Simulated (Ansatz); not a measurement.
C2H5GeN (`C#[C][GeH2][NH2]`), relaxed with RKS PBE0-D4/def2-TZVP in the Gaussian-basis code of Ansatz from a PBE-D4/def2-SVP geometry. The force threshold is 0.005 eV/Å; the program also tests the step.

Charge 0, multiplicity 1.

Start:

```xyz
9

C    -1.076    1.902    1.131
C    -0.819    0.842    0.565
Ge   -0.332   -0.794   -0.324
N     1.474   -0.918   -0.725
H    -1.309    2.834    1.630
H    -1.104   -0.863   -1.662
H    -0.676   -1.973    0.614
H     1.783   -0.161   -1.347
H     2.059   -0.869    0.118
```

```csv
step,energy (eV),largest force (eV/Å),largest move (Å)
1,-60151.9346,1.829,0.000
2,-60151.9830,0.204,0.046
3,-60151.9853,0.081,0.006
4,-60151.9854,0.119,0.031
5,-60151.9863,0.029,0.010
6,-60151.9863,0.006,0.008
7,-60151.9863,0.001,0.001
```

End:

```xyz
9

C    -1.074    1.882    1.121
C    -0.802    0.847    0.564
Ge   -0.328   -0.783   -0.320
N     1.460   -0.896   -0.713
H    -1.317    2.796    1.612
H    -1.101   -0.843   -1.642
H    -0.674   -1.945    0.618
H     1.781   -0.175   -1.346
H     2.055   -0.883    0.105
```

Hardware: 2 threads of an Arm Neoverse V2 on a shared host. Wall time 27 s, peak host memory 0.39 GiB.
